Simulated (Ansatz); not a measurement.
`F[SiH]([SiH3])[SiH3]` + H₂S → `F[SiH]([SiH3])S` + SiH₄ at 298.15 K and 1 bar (cleavage of the Si–Si bond).

Computed with Ansatz on PBE0-D4/def2-TZVP structures; ΔE is electronic, products minus reactants. CBS: MP2 limit from def2 TZ/QZ plus the TZ coupled-cluster correction, frozen cores. This one scheme is used for every species. Each species was taken in one conformer, which may not be the lowest.

```json
{"species": "`F[SiH]([SiH3])[SiH3]`", "CCSD(T)/CBS energy (Eh)": "-971.28016", "H − E (kJ/mol)": "184.9", "S (J/(mol·K))": "375.8"}
{"species": "H₂S", "CCSD(T)/CBS energy (Eh)": "-398.97279", "H − E (kJ/mol)": "49.9", "S (J/(mol·K))": "205.7"}
{"species": "`F[SiH]([SiH3])S`", "CCSD(T)/CBS energy (Eh)": "-1078.81755", "H − E (kJ/mol)": "143.7", "S (J/(mol·K))": "353.4"}
{"species": "SiH₄", "CCSD(T)/CBS energy (Eh)": "-291.46306", "H − E (kJ/mol)": "92.1", "S (J/(mol·K))": "204.8"}
```

H − E and S are ideal-gas, rigid-rotor, harmonic terms from PBE0-D4/def2-TZVP, for one conformer and one mirror image of each species. 1 Eh = 2625.50 kJ/mol, R = 8.31446 J/(mol·K).

By hand: ΔE, ΔH, ΔS and ΔG.

ΔE = (-1078.81755) + (-291.46306) − (-971.28016) − (-398.97279) = -0.02766 Eh = -72.6 kJ/mol. Δ(H − E) = 143.7 + 92.1 − 184.9 − 49.9 = 1.0, so ΔH = -71.6 kJ/mol. ΔS = 353.4 + 204.8 − 375.8 − 205.7 = -23.3 J/(mol·K). ΔG = -71.6 − 298.15 × (-23.3)/1000 = -64.7 kJ/mol.

By hand: the equilibrium constant, and the temperature at which ΔG would vanish if ΔH and ΔS stayed fixed.

log₁₀ K = −ΔG/(RT ln 10) = 11.3. ΔG = 0 at ΔH/ΔS = 3073 K, far beyond where these terms or the molecules hold.

ΔH outweighs TΔS. A doubt of 5 kJ/mol in ΔE shifts log₁₀ K by 0.9 here. Other conformers and mirror images would add mixing entropy, several J/(mol·K) or more a flexible species. These are equilibria of isolated gas molecules and say nothing of rates. Largest T1 diagnostic: 0.013 (customary marks: 0.02 for closed shells, 0.045 for open ones).
